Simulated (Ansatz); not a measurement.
Reaction (substitution at a C–C bond): `C=CC(F)(F)Cl` + `O[SiH2][SeH]` → `C=C[Se][SiH2]O` + `FC(F)Cl`

Program: Ansatz. Geometries: PBE0-D4/def2-TZVP. ΔE: electronic, gas phase. CBS: MP2 limit from def2 TZ/QZ plus the TZ coupled-cluster correction, frozen cores. Functionals use def2-TZVPP. For Se outer-core shells are correlated without core-valence functions, which leaves a few kJ/mol of doubt a bond. Scalar relativity is left out up to krypton. One conformer a species, not always the lowest.

Is it downhill or uphill in electronic energy at CCSD(T)/CBS, and by how much? (An estimate is asked.)

The calculation gave: Uphill: ΔE = +0.20 eV.

What do these levels give: PBE0-D4, ωB97X-V, PBE0, SCS-MP2/def2-QZVPP, MP2/CBS(def2), CCSD/CBS(def2)? (An estimate is asked.)

The calculation gave: PBE0-D4 0.17, ωB97X-V 0.23, PBE0 0.20, SCS-MP2/def2-QZVPP 0.16, MP2/CBS(def2) 0.15, CCSD/CBS(def2) 0.22 eV.

Largest T1 diagnostic among the species: 0.012.

The D4 term adds −0.05 eV with B3LYP and −0.03 eV with PBE0; it sums over pairs of atoms, weighted by their polarisabilities, and B3LYP, whose exchange is more repulsive, gets the larger term. From PBE to PBE0 (25 % exact exchange), in def2-TZVPP and without D4, ΔE moves by +0.04 eV.

B3LYP here is the variant with VWN-RPA as its local correlation; programs differ in this.
